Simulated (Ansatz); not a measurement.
A search over several starts for the lowest SCF solution of the cluster GeBr2⁻ at the given spin, in a small basis.

```yaml
crystal:
  periodic: [false, false, false]
  atoms:
    - {symbol: Ge, position_ang: [-0.435753, -0.063225, 0.888659]}
    - {symbol: Br, position_ang: [1.276269, 1.367953, 0.169656]}
    - {symbol: Br, position_ang: [-0.840516, -1.304727, -1.058325]}
basis:
  gaussian: {orbitals: def2-SVP}
total_charge: -1
magnetization: {spin_polarized: true, initial_magnetization: 1}
hamiltonian: {xc: pbe0, dispersion: d4}
output: {orbitals: {seedname: orbitals}}
```

```sh
$ ansatz run in.yaml --threads 4 --pin off --events-out ev --progress --plain --max-ram 3916MiB
```

Shortened log:

```
Functional definition: PBE0
924 factors; integrals over basis functions are off by at most 5.6e-4 eV
mean field evaluation 1: about -196566.4895 eV, gradient 1.4e1 eV
mean field evaluation 2: about -196566.6251 eV, gradient 1.4e1 eV
mean field evaluation 4: about -196567.1077 eV, gradient 4.8e-1 eV
mean field evaluation 8: about -196567.1142 eV, gradient 3.0e-2 eV
mean field evaluation 16: about -196567.1142 eV, gradient 1.2e-5 eV
mean field -196567.11423416 eV, -7223.7082101301 hartree, gradient 1.2e-5 eV, S^2 0.754130; 0 other end points of the search recorded, 0 dependent functions left out
reference -196567.11425633 eV, -7223.7082109448 hartree; 52, 51 occupied and 44, 45 virtual orbitals, 924 factors
Total energy: -196567.21613439 eV, -7223.7119548944 hartree
```

Run time 1.1 s (4 threads of Intel Xeon 6975P-C on a shared host).

The highest occupied level of the charge -1 doublet lies above zero (up to 0.78 eV). By energy differences its removal costs 1.49 eV (vertical, to the charge 0 singlet, at PBE0-D4/def2-TZVPD). The structure comes from a short search, and lower isomers may exist.
